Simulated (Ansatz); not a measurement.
AlBr3 (SMILES [Br][Al]([Br])[Br]), singlet, geometry from GFN2-xTB (such geometries of metal compounds can be far from the true shape).

Ansatz (an electronic-structure program) was given this input:
Ansatz 0.2 input:
```yaml
crystal:
  periodic: [false, false, false]
  atoms:
    - {symbol: Al, position_ang: [-0.00000000, -0.00000000, 0.00000000]}
    - {symbol: Br, position_ang: [-1.79907489, -1.33890033, -0.10448629]}
    - {symbol: Br, position_ang: [-0.01545118, 1.98485471, -1.04897808]}
    - {symbol: Br, position_ang: [1.81452607, -0.64595437, 1.15346437]}
basis:
  gaussian:
    orbitals: STO-3G
hamiltonian:
  xc: {name: B97M-V}
```

What is the computed number of basis functions (B97M-V/STO-3G run with Ansatz)?

63

Give the total energy at the level B97M-V/STO-3G.

-7877.1425 Eh
